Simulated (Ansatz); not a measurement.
Relaxation of BH4NSiTe (8 atoms, charge 0, multiplicity 1), to a largest force component of 0.02 eV/Å in at most 50 steps.

Level of theory: RKS PBE0/def2-SVP (Ansatz 0.2.0).

```xyz
8
Properties=species:S:1:pos:R:3
Te -1.148 2.407 -0.084
B -0.035 0.573 0.000
N 1.272 -0.177 -0.014
Si 0.175 -1.392 0.251
H -1.358 2.258 -1.831
H 1.757 0.039 0.918
H -0.190 -1.719 1.659
H 1.692 -0.512 -0.904
```

Q: Where does it end, and by what steps?

A: It converged. After 30 steps the energy has fallen by 3.425 eV; H5 moved furthest, 1.82 Å. Joined: B2–H7 (2.83 → 1.35 Å).

| step | energy less start (eV) | largest force component (eV/Å) | accepted |
| --- | --- | --- | --- |
| 0 | 0.0000 | 6.988 | yes |
| 2 | -2.4263 | 1.663 | yes |
| 4 | -2.6349 | 0.619 | yes |
| 6 | -2.8212 | 0.760 | yes |
| 8 | -3.0515 | 0.461 | yes |
| 10 | -3.0911 | 0.479 | no |
| 12 | -3.1496 | 0.115 | yes |
| 14 | -3.1551 | 0.118 | yes |
| 16 | -3.1642 | 0.132 | yes |
| 18 | -3.1690 | 0.083 | yes |
| 20 | -3.1747 | 0.233 | yes |
| 22 | -3.3404 | 0.451 | yes |
| 24 | -3.3335 | 1.486 | no |
| 26 | -3.4186 | 0.144 | yes |
| 28 | -3.4249 | 0.038 | yes |
| 30 | -3.4251 | 0.005 | yes |

```xyz
8
Properties=species:S:1:pos:R:3
Te -1.540 1.591 -0.563
B -0.304 -0.064 0.073
N 1.181 -0.337 -0.202
Si 0.128 -1.834 0.608
H -0.348 2.754 -0.400
H 1.917 0.180 0.278
H -0.296 -0.358 1.385
H 1.428 -0.454 -1.183
```

Whether the end is a true minimum wasn't checked by a vibrational analysis.

The run took 40 s on 2 threads of AMD EPYC 9R45 96-Core Processor (Zen 5), on a shared host, peak memory 0.22 GiB.
